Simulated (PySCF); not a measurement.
This PySCF input asks for the NMR shieldings of SMILES CC(C)[SiH2][SiH2][SiH2][SiH3], C3H16Si4; the geometry comes from GFN2-xTB.

```python
import basis_set_exchange as bse
import numpy as np
from pyscf import gto, dft
from pyscf.prop import nmr

atoms = """
C    -2.364762   -1.700747    0.318620
C    -1.384224   -0.538855    0.205160
C    -2.051044    0.757023    0.656987
Si   -0.686466   -0.367953   -1.568850
Si    0.966911    1.254197   -1.569612
Si    2.163349    1.432489    0.420767
Si    3.250652   -0.502298    1.071576
H    -1.890531   -2.636568    0.031021
H    -3.223537   -1.541594   -0.330675
H    -2.729620   -1.804830    1.340462
H    -0.549787   -0.740356    0.889422
H    -1.351847    1.591912    0.625383
H    -2.424637    0.666977    1.677262
H    -2.894891    0.995696    0.011579
H    -1.830085   -0.116067   -2.459408
H    -0.180802   -1.693193   -1.960309
H     1.907974    0.965176   -2.665155
H     0.403270    2.556314   -1.961179
H     3.116843    2.553274    0.374939
H     1.241046    1.846586    1.494605
H     2.298743   -1.596031    1.290915
H     4.029973   -0.385781    2.306351
H     4.178719   -0.968387    0.037857
"""
names = dict.fromkeys(["C", "Si", "H"], "pcSseg-1")
basis = {el: gto.basis.parse(bse.get_basis(n, elements=[el], fmt="nwchem")) for el, n in names.items()}
mol = gto.M(atom=atoms, basis=basis, charge=0, verbose=0)
mf = dft.RKS(mol, xc="PBE0")
mf.grids.level = 2
mf.grids.alignment = dft.numint.BLKSIZE   # the property module wants whole blocks of grid points
mf.conv_tol = 1e-9
mf.kernel()

calc = nmr.RKS(mf)   # GIAO
C = mf.mo_coeff
Co = C[:, mf.mo_occ > 0]
resp = mf.gen_response(singlet=True, hermi=2)
def vind(x):   # induced exchange potential for any number of trial vectors
    d = np.einsum("pi,xij,qj->xpq", C, 2 * x.reshape(-1, C.shape[1], Co.shape[1]), Co, optimize=True)
    return np.einsum("xpq,pi,qj->xij", resp(d - d.transpose(0, 2, 1)), C, Co, optimize=True).ravel()
mo1, _ = nmr.rhf.solve_mo1(calc, with_cphf=vind)
sigma = calc.kernel(mo1)
for i, s in enumerate(sigma):   # ppm
    print("%2d %-2s %9.2f" % (i, mol.atom_pure_symbol(i), np.trace(s) / 3))
```

**Question.** What does it print?

**Answer.** 
```
 0 C     162.55
 1 C     169.85
 2 C     164.04
 3 Si    408.29
 4 Si    479.26
 5 Si    478.31
 6 Si    464.76
 7 H      30.30
 8 H      30.79
 9 H      30.37
10 H      30.78
11 H      30.48
12 H      30.42
13 H      30.91
14 H      28.02
15 H      27.81
16 H      28.38
17 H      28.14
18 H      28.16
19 H      28.24
20 H      28.29
21 H      28.11
22 H      28.23
```

These numbers come from an equivalent density-fitted implementation of the same equations, which agrees with the script to about 0.01 ppm for H and up to a few tenths of a ppm for heavy atoms, so last digits may differ.

**Question.** Turn these shieldings into chemical shifts. δ = σ(ref) − σ, references computed at the same level: TMS for $^{13}$C (186.93 ppm), $^{29}$Si (349.16 ppm), $^{1}$H (31.72 ppm).

**Answer.** Averaging equivalent atoms: C 0/2: 23.6; C 1: 17.1; Si 3: -59.1; Si 6: -115.6; Si 5: -129.1; Si 4: -130.1; H 14/15: 3.80; H 18/19: 3.52; H 20/21/22: 3.51; H 16/17: 3.46; H 7/8/9/11/12/13: 1.17; H 10: 0.94 ppm. 

Size and cost of the density-fitted run: 227 basis functions, 58 s wall time on 1 thread of an Arm Neoverse V1, shared host; peak memory 0.96 GiB.
